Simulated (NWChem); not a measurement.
C2H7NSi, singlet; SMILES [SiH]N(C)C

```xyz
11

Si     0.0744    -1.4789     0.0000
H     -1.4534    -1.6641     0.0000
N      0.0052     0.2519     0.0000
C      1.2368     1.0166     0.0000
C     -1.1706     1.0955     0.0000
H      1.3041     1.6675    -0.8908
H      1.3041     1.6675     0.8908
H      2.1051     0.3416     0.0000
H     -1.1883     1.7523     0.8895
H     -1.1883     1.7523    -0.8895
H     -2.0805     0.4828     0.0000
```
Atoms are numbered in this order, from 1.

Results from NWChem. Low-valent species are run as closed-shell singlets; no triplet was tried in these runs. All runs use the structure optimised with PBE0/def2-SVP. Level: B3LYP/def2-SVP with SMD (1 M gas to 1 M solution), gas-phase geometry. Reactions with the solvent are ignored.

Q: Estimate the computed values for solvent 1-propanol. Quantities: solvation free energy (kcal/mol); cavity-dispersion-structure term (kcal/mol); dipole in solution (D).

A: 
| Property | Value |
|---|---|
| solvation free energy (kcal/mol) | -3.2 |
| cavity-dispersion-structure term (kcal/mol) | -0.5 |
| dipole in solution (D) | 3.16 |
